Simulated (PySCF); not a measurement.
C5H13BSi.
Atom-mapped SMILES: `[SiH3:1][CH2:2][B:3]1[CH2:4][CH2:5][CH2:6][CH2:7]1` (hydrogens: H8, H9, H10 on Si1; H11, H12 on C2; H13, H14 on C4; H15, H16 on C5; H17, H18 on C6; H19, H20 on C7)

Method used: PySCF, PBE0-D3(BJ)/def2-SVP geometry optimisation, gas phase.

Entries marked ? are missing. Bonds in one row agree within 0.01 Å.

```tsv
coordinate	value
Si1–C2	1.889 Å
C2–B3	?
B3–C4, B3–C7	?
C4–C5, C6–C7	?
C5–C6	1.533 Å
Si1–H8, Si1–H9, Si1–H10	1.496 Å
C2–H11, C2–H12	1.103 Å
C4–H13, C7–H19	1.101 Å
C4–H14, C7–H20	1.112 Å
C5–H15 and 3 like bonds	1.103 Å
Si1–C2–B3	?
C2–B3–C4	126.9°
C2–B3–C7	126.3°
C4–B3–C7	?
B3–C4–C5	?
C4–C5–C6	105.1°
```

Problem. Estimate the withheld lengths and angles.

Solution. 
- C2–B3 = 1.557 Å, drawn single (sp3 carbon bound to silicon to three-coordinate boron); 0.04 Å below the sum of covalent radii, 1.60 Å.
- B3–C4, B3–C7 = 1.579 Å, drawn single (three-coordinate boron to sp3 carbon bound to boron); 0.02 Å below the sum of covalent radii, 1.60 Å.
- C4–C5, C6–C7 = 1.535 Å, drawn single (sp3 carbon bound to boron to ring CH2 carbon); 0.01 Å above the sum of covalent radii, 1.52 Å.
- Si1–C2–B3 = 108.7°, at the sp3 carbon bound to silicon; the outer atoms are 2.807 Å apart.
- C4–B3–C7 = 106.7°, at the three-coordinate boron, inside a 5-membered ring; the outer atoms are 2.533 Å apart.
- B3–C4–C5 = 104.5°, at the sp3 carbon bound to boron, inside a 5-membered ring; the outer atoms are 2.463 Å apart.

Radii are Cordero's, carbon taken as 0.76, 0.73 or 0.69 Å for four, three, and two or fewer neighbours.

Stationary, but not proved a minimum. One conformer, not necessarily the lowest (Si1–C2–B3–C4 -87°, C2–B3–C4–C5 -172°, B3–C4–C5–C6 -30°, C4–C5–C6–C7 39°, C5–C6–C7–B3 -31°).
